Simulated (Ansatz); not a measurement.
`C=C[CH2][GaH2]` + PH₃ → `[PH2][GaH2]` + propene at 700 K and 1 bar (ligand exchange at a Ga–C bond).

Computed with Ansatz on PBE0-D4/def2-TZVP structures; ΔE is electronic, products minus reactants. CCSD(T)/CBS adds triple-zeta CCSD(T) − MP2 to the extrapolated MP2 energy (def2 sets, frozen cores). This one scheme is used for every species. For Ga outer-core shells are correlated without core-valence functions, which leaves a few kJ/mol of doubt a bond. Scalar relativity is left out up to krypton. Each species was taken in one conformer, which may not be the lowest.

```
         species  CCSD(T)/CBS energy (Eh)  H − E (kJ/mol)  S (J/(mol·K))
`C=C[CH2][GaH2]`              -2042.27122           292.6          431.1
             PH₃               -342.72256            91.5          248.3
   `[PH2][GaH2]`              -2267.26620           129.7          362.4
          `C=CC`               -117.74610           260.0          340.6
```

H − E and S are ideal-gas, rigid-rotor, harmonic terms from PBE0-D4/def2-TZVP, for one conformer and one mirror image of each species. 1 Eh = 2625.50 kJ/mol, R = 8.31446 J/(mol·K).

Task: By hand: ΔE, ΔH, ΔS and ΔG.

Result: ΔE = (-2267.26620) + (-117.74610) − (-2042.27122) − (-342.72256) = -0.01852 Eh = -48.6 kJ/mol. Δ(H − E) = 129.7 + 260.0 − 292.6 − 91.5 = 5.6, so ΔH = -43.0 kJ/mol. ΔS = 362.4 + 340.6 − 431.1 − 248.3 = 23.6 J/(mol·K). ΔG = -43.0 − 700 × (23.6)/1000 = -59.5 kJ/mol.

Task: By hand: the equilibrium constant, and the temperature at which ΔG would vanish if ΔH and ΔS stayed fixed.

Result: log₁₀ K = −ΔG/(RT ln 10) = 4.4. ΔH and −TΔS have one sign here, so there is no such temperature.

TΔS isn't small against ΔH here. A doubt of 5 kJ/mol in ΔE shifts log₁₀ K by 0.4 here. Other conformers and mirror images would add mixing entropy, several J/(mol·K) or more a flexible species. These are equilibria of isolated gas molecules and say nothing of rates. Largest T1 diagnostic: 0.014 (customary marks: 0.02 for closed shells, 0.045 for open ones).
